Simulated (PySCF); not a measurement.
## How methods differ on the ionisation energy of O²⁺

O²⁺ [He] 2s2 2p2 (3P) → O³⁺ [He] 2s2 2p1 (2P), as a difference of total energies. All numbers are calculated (PySCF 2.14, no relativity, point nucleus, in aug-cc-pVDZ). Correlated levels: valence: 1s2 frozen. The calculations carry no spin-orbit coupling.

| method | ionisation energy (eV) |
| --- | --- |
| UHF | 54.634 |
| PBE | 55.353 |
| B3LYP | 55.532 |
| MP2 (valence) | 54.785 |
| SCS-MP2 (valence) | 54.682 |
| CCSD (valence) | 54.546 |
| CCSD(T) (valence) | 54.551 |

How much does correlation contribute at CCSD(T) (valence)?

54.551 − (54.634) = -0.083 eV, measured against UHF.

Errors of the correlated levels include the incompleteness of this basis and the frozen core.

For comparison: 54.936 eV (semi-empirical (NIST evaluation); NIST Atomic Spectra Database, ionization energies).
